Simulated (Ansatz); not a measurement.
FZn (SMILES [F][Zn+]), charge +1, singlet, geometry from GFN2-xTB (such geometries of metal compounds can be far from the true shape). Base run: PBE0/def2-SVP in Ansatz (a program for electronic structure).

Here is a job for Ansatz.
Ansatz 0.2 input:
```yaml
crystal:
  periodic: [false, false, false]
  atoms:
    - {symbol: Zn, position_ang: [-0.00000000, -0.00000000, -0.40044249]}
    - {symbol: F, position_ang: [0.00000000, 0.00000000, 1.33480831]}
basis:
  gaussian:
    orbitals: def2-SVP
hamiltonian:
  xc: pbe0
total_charge: 1
```

Each row names what was changed in the base input (with any setting that the change needs).

```json
[
 {"change": "base", "basis functions": "45", "E (Eh)": "-1878.20671"},
 {"change": "basis = cc-pVTZ-DK; relativity = spin-free X2C", "basis functions": "98", "E (Eh)": "-1895.19467"},
 {"change": "basis = ANO-RCC-VDZP; relativity = spin-free X2C; nucleus = Gaussian", "basis functions": "48", "E (Eh)": "-1895.17885"},
 {"change": "basis = ANO-RCC-VDZP; relativity = none", "basis functions": "48", "E (Eh)": "-1869.46771"},
 {"change": "basis = jorge-DZP-DKH; relativity = spin-free X2C", "basis functions": "58", "E (Eh)": "-1894.98112"},
 {"change": "basis = ANO-RCC-VDZP; relativity = spin-free X2C", "basis functions": "48", "E (Eh)": "-1895.18774"},
 {"change": "basis = cc-pVTZ-DK; relativity = none", "basis functions": "98", "E (Eh)": "-1869.53086"},
 {"change": "basis = jorge-DZP-DKH; relativity = spin-free X2C; nucleus = Gaussian", "basis functions": "58", "E (Eh)": "-1894.97325"},
 {"change": "basis = cc-pVTZ-DK; relativity = spin-free X2C; nucleus = Gaussian", "basis functions": "98", "E (Eh)": "-1895.18577"},
 {"change": "basis = jorge-DZP-DKH; relativity = none", "basis functions": "58", "E (Eh)": "-1873.53407"}
]
```

Totals shift with the method and basis; they matter in differences.

Ansatz warned in this series: the basis is contracted for relativity, which the run leaves out.

Basis sets contracted for a relativistic Hamiltonian are a mismatch without it, so the rows without relativity aren't non-relativistic limits. No row has spin-orbit coupling; sets with core potentials leave out the core electrons.
